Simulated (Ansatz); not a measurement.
Reaction (ligand exchange at a Mg–C bond): `C[CH2][Mg][O]C` + H–F → `C[O][Mg][F]` + `CC`

Isolated molecules relaxed with PBE0-D4/def2-TZVP in Ansatz; ΔE leaves out vibrations. CCSD(T)/CBS is the MP2 limit (def2-TZVPP, def2-QZVPP) plus CCSD(T) − MP2 in def2-TZVPP, frozen cores. This one scheme is used for every species. Functionals use def2-TZVPP. For Mg outer-core shells are correlated without core-valence functions, which leaves a few kJ/mol of doubt a bond. Each species was taken in one conformer, which may not be the lowest.

Q: Is it downhill or uphill in electronic energy at CCSD(T)/CBS, and by how much? (Best estimate.)

A: Computed: Downhill: ΔE = -203.6 kJ/mol.

Q: What do these levels give: r2SCAN-D4, B97M-V, r2SCANh-D4, CAM-B3LYP-D4, ωB97X-V, r2SCAN, CAM-B3LYP, HF/def2-SVP, MP2/def2-SVP, CCSD/def2-SVP, HF/def2-TZVPP, HF/CBS(def2)? (Estimate.)

A: Ansatz gave: r2SCAN-D4 -215.4, B97M-V -214.4, r2SCANh-D4 -214.8, CAM-B3LYP-D4 -217.4, ωB97X-V -214.4, r2SCAN -216.2, CAM-B3LYP -219.8, HF/def2-SVP -246.2, MP2/def2-SVP -236.2, CCSD/def2-SVP -234.6, HF/def2-TZVPP -230.3, HF/CBS(def2) -236.2 kJ/mol.

Largest T1 diagnostic among the species: 0.012.

From PBE to PBE0 (25 % exact exchange), in def2-TZVPP and without D4, ΔE moves by −3.4 kJ/mol. Leaving LDA and LC-ωPBE aside and taking each functional with its dispersion term where it has one, the values, not all of them listed here, spread over 19.2 kJ/mol, from BHLYP-D4 to PBE-D4. LDA lies +9.7 kJ/mol from PBE without D4. In def2-TZVPP, CCSD(T) changes the Hartree–Fock value by +27.1 kJ/mol (the triples alone add +4.3 kJ/mol) and MP2 by +23.4 kJ/mol.
